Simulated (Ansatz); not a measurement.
Geometry optimisation, RHF/def2-SVP in Ansatz.

Input:

```yaml
crystal:
  periodic: [false, false, false]
  atoms:
    - { symbol: Zr, position_ang: [-0.513335, -0.345654, -0.174293] }
    - { symbol: Cl, position_ang: [-0.043694, 1.462295, 3.043538] }
    - { symbol: F, position_ang: [1.373958, -0.567749, 0.10621] }
    - { symbol: "N", position_ang: [-1.136924, 1.522568, -0.686539] }
    - { symbol: H, position_ang: [-1.778036, 1.780225, -1.417823] }
    - { symbol: H, position_ang: [-0.812826, 2.368263, -0.245303] }
    - { symbol: "N", position_ang: [-1.199108, -1.700492, -1.523791] }
    - { symbol: H, position_ang: [-2.11282, -1.704036, -1.947055] }
    - { symbol: H, position_ang: [-0.69225, -2.494487, -1.879354] }
    - { symbol: H, position_ang: [-1.370343, -0.746649, 1.429483] }
    - { symbol: H, position_ang: [-0.826023, 0.425715, 2.771926] }
basis:
  gaussian: { orbitals: def2-SVP }
hamiltonian:
  xc: hf
relax:
  f_tol: 0.03
  max_steps: 50
```

Command:

```bash
$ ansatz run input.yaml --threads 2 --pin off --max-ram 3072MiB --backend cpu --events-out ev --progress --plain --runs-dir out
```

Where does it end, and by what steps?

The forces met the threshold. The force dipped under the threshold on the way, but the program's further checks kept it going. After 15 steps the energy has fallen by 0.072 eV; H11 moved furthest, 0.54 Å.

```json
{"step": "0", "energy less start (eV)": "0.0000", "largest force component (eV/Å)": "1.084", "accepted": "yes"}
{"step": "1", "energy less start (eV)": "-0.0317", "largest force component (eV/Å)": "0.611", "accepted": "yes"}
{"step": "2", "energy less start (eV)": "0.0029", "largest force component (eV/Å)": "1.424", "accepted": "no"}
{"step": "3", "energy less start (eV)": "-0.0501", "largest force component (eV/Å)": "0.528", "accepted": "yes"}
{"step": "4", "energy less start (eV)": "-0.0591", "largest force component (eV/Å)": "0.498", "accepted": "yes"}
{"step": "5", "energy less start (eV)": "-0.0536", "largest force component (eV/Å)": "0.326", "accepted": "no"}
{"step": "6", "energy less start (eV)": "-0.0678", "largest force component (eV/Å)": "0.059", "accepted": "yes"}
{"step": "7", "energy less start (eV)": "-0.0688", "largest force component (eV/Å)": "0.050", "accepted": "yes"}
{"step": "8", "energy less start (eV)": "-0.0690", "largest force component (eV/Å)": "0.050", "accepted": "yes"}
{"step": "9", "energy less start (eV)": "-0.0625", "largest force component (eV/Å)": "0.426", "accepted": "no"}
{"step": "10", "energy less start (eV)": "-0.0702", "largest force component (eV/Å)": "0.072", "accepted": "yes"}
{"step": "11", "energy less start (eV)": "-0.0704", "largest force component (eV/Å)": "0.168", "accepted": "yes"}
{"step": "12", "energy less start (eV)": "-0.0710", "largest force component (eV/Å)": "0.061", "accepted": "yes"}
{"step": "13", "energy less start (eV)": "-0.0714", "largest force component (eV/Å)": "0.028", "accepted": "yes"}
{"step": "14", "energy less start (eV)": "-0.0716", "largest force component (eV/Å)": "0.041", "accepted": "yes"}
{"step": "15", "energy less start (eV)": "-0.0719", "largest force component (eV/Å)": "0.027", "accepted": "yes"}
```

```xyz
11
Properties=species:S:1:pos:R:3
Zr -0.554 -0.417 -0.154
Cl 0.130 1.538 2.795
F 1.330 -0.683 0.142
N -1.165 1.469 -0.633
H -1.703 1.744 -1.437
H -0.928 2.300 -0.116
N -1.171 -1.680 -1.621
H -2.101 -1.718 -2.005
H -0.620 -2.395 -2.066
H -1.515 -0.933 1.387
H -0.814 0.775 3.186
```

Run time: 40 s on 2 threads of Intel(R) Xeon(R) Platinum 8488C (Sapphire Rapids), on a shared host, peak memory 0.29 GiB.
